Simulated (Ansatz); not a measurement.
Be₂F₃⁺. The state is a triplet with charge 1. Geometry r2SCAN-D4/def2-TZVP, that of the neutral doublet.

```xyz
5

Be   -1.375    0.680   -0.467
Be    0.516   -0.255    0.175
F    -0.335   -0.295   -1.135
F    -0.510    0.712    0.849
F     1.704   -0.843    0.578
```

At PBE0-D4/def2-TZVP a singlet of charge 1 lies 6.64 eV below the triplet, each at its own geometry. The structure comes from a short search, and lower isomers may exist.

(1) Estimate the α-spin orbital energies around the gap (eV) in Ansatz with PBE-D4/def2-TZVP, r2SCAN-D4/def2-TZVP, PBE0-D4/def2-TZVP.

Answers

(1) 
```json
{"orbital": "HOMO−5", "PBE-D4/def2-TZVP": "-19.94", "r2SCAN-D4/def2-TZVP": "-20.66", "PBE0-D4/def2-TZVP": "-22.22"}
{"orbital": "HOMO−4", "PBE-D4/def2-TZVP": "-19.72", "r2SCAN-D4/def2-TZVP": "-20.36", "PBE0-D4/def2-TZVP": "-21.99"}
{"orbital": "HOMO−3", "PBE-D4/def2-TZVP": "-19.08", "r2SCAN-D4/def2-TZVP": "-19.79", "PBE0-D4/def2-TZVP": "-21.14"}
{"orbital": "HOMO−2", "PBE-D4/def2-TZVP": "-19.00", "r2SCAN-D4/def2-TZVP": "-19.41", "PBE0-D4/def2-TZVP": "-20.38"}
{"orbital": "HOMO−1", "PBE-D4/def2-TZVP": "-18.62", "r2SCAN-D4/def2-TZVP": "-18.99", "PBE0-D4/def2-TZVP": "-20.16"}
{"orbital": "HOMO", "PBE-D4/def2-TZVP": "-9.90", "r2SCAN-D4/def2-TZVP": "-9.96", "PBE0-D4/def2-TZVP": "-10.54"}
{"orbital": "LUMO", "PBE-D4/def2-TZVP": "-7.27", "r2SCAN-D4/def2-TZVP": "-6.84", "PBE0-D4/def2-TZVP": "-6.08"}
{"orbital": "LUMO+1", "PBE-D4/def2-TZVP": "-6.80", "r2SCAN-D4/def2-TZVP": "-6.24", "PBE0-D4/def2-TZVP": "-6.05"}
{"orbital": "LUMO+2", "PBE-D4/def2-TZVP": "-6.51", "r2SCAN-D4/def2-TZVP": "-5.96", "PBE0-D4/def2-TZVP": "-5.46"}
{"orbital": "LUMO+3", "PBE-D4/def2-TZVP": "-5.42", "r2SCAN-D4/def2-TZVP": "-4.82", "PBE0-D4/def2-TZVP": "-4.41"}
{"orbital": "LUMO+4", "PBE-D4/def2-TZVP": "-3.54", "r2SCAN-D4/def2-TZVP": "-2.85", "PBE0-D4/def2-TZVP": "-2.78"}
{"orbital": "LUMO+5", "PBE-D4/def2-TZVP": "-3.49", "r2SCAN-D4/def2-TZVP": "-2.77", "PBE0-D4/def2-TZVP": "-2.59"}
{"orbital": "β HOMO", "PBE-D4/def2-TZVP": "-18.36", "r2SCAN-D4/def2-TZVP": "-18.47", "PBE0-D4/def2-TZVP": "-19.36"}
{"orbital": "β LUMO", "PBE-D4/def2-TZVP": "-18.13", "r2SCAN-D4/def2-TZVP": "-18.19", "PBE0-D4/def2-TZVP": "-17.57"}
```
